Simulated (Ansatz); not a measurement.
`CC1BC1` + HI → `IC1BC1` + CH₄  (substitution at a C–C bond)

Calculated with Ansatz (gas phase, PBE0-D4/def2-TZVP geometries, no zero-point term in ΔE). CBS: MP2 limit from def2 TZ/QZ plus the TZ coupled-cluster correction, frozen cores. This one scheme is used for every species. def2 core potentials past Kr. For I outer-core shells are correlated without core-valence functions, which leaves a few kJ/mol of doubt a bond.

`CC1BC1`:

```xyz
11

C    -0.652    0.875    0.875
C    -0.445   -0.076   -0.281
B     0.749    0.024   -1.225
C     0.683   -1.122   -0.223
H    -1.171    0.386    1.705
H    -1.239    1.746    0.572
H     0.302    1.245    1.261
H    -1.372   -0.453   -0.712
H     1.342    0.607   -2.070
H     0.456   -2.135   -0.543
H     1.348   -1.099    0.640
```

HI:

Cartesian coordinates in Å:
```
I -0.312 0.733 -0.115
H 0.312 -0.733 0.115
```

`IC1BC1`:

Cartesian coordinates in Å:
```
I -2.108 1.003 0.538
C -0.176 0.137 0.744
B -0.197 -0.938 -0.324
C 0.678 0.305 -0.509
H 0.197 0.208 1.755
H -0.634 -1.975 -0.683
H 1.740 0.150 -0.307
H 0.500 1.110 -1.214
```

CH₄:

```xyz
5

C     0.000    0.000    0.000
H    -0.460    0.758    0.633
H    -0.658   -0.866   -0.066
H     0.955   -0.301    0.430
H     0.163    0.409   -0.997
```

| species | CCSD(T)/CBS(def2) energy (Eh) |
| --- | --- |
| `CC1BC1` | -143.10234 |
| HI | -298.03592 |
| `IC1BC1` | -400.68272 |
| CH₄ | -40.46206 |

Task: Work out ΔE.

Result: ΔE = (-400.68272) + (-40.46206) − (-143.10234) − (-298.03592) = -0.00652 Eh = -4.1 kcal/mol.

Task: What do rigid-rotor, harmonic-oscillator terms from PBE0-D4/def2-TZVP frequencies (298.15 K, 1 bar) make of the CCSD(T)/CBS value? (Estimate.)

Result: Ansatz gave: ΔZPE = +1.1 kcal/mol, ΔH = -2.8 kcal/mol, ΔS = 2 J/(mol·K), ΔG = -3.0 kcal/mol.

Largest T1 diagnostic among the species: 0.010.

In def2-TZVPP, CCSD(T) changes the Hartree–Fock value by −4.0 kcal/mol (the triples alone add −1.3 kcal/mol) and MP2 by −5.9 kcal/mol. From PBE to PBE0 (25 % exact exchange), in def2-TZVPP and without D4, ΔE moves by +1.5 kcal/mol.
